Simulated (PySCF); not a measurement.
# Excitation energy of Be by level of theory

Be [He] 2s2 (1S) → Be [He] 2s1 3d1 (3D), as a difference of total energies. Calculation: PySCF 2.14, in aug-cc-pVQZ-DK (6s5p4d3f2g, 80 functions); scalar relativity by spin-free X2C-1e. Correlated levels: valence: 1s2 frozen. The calculations carry no spin-orbit coupling.

```csv
method,excitation energy (eV)
UHF,7.618
MP2 (valence),8.316
SCS-MP2 (valence),8.548
CCSD (valence),8.636
```

How much does correlation contribute at MP2 (valence)?

8.316 − (7.618) = 0.698 eV, measured against UHF.

The promoted electron is Rydberg-like, and one or two diffuse shells describe it only roughly, which tends to raise the upper state.

With two correlated electrons CCSD is exact in that space.
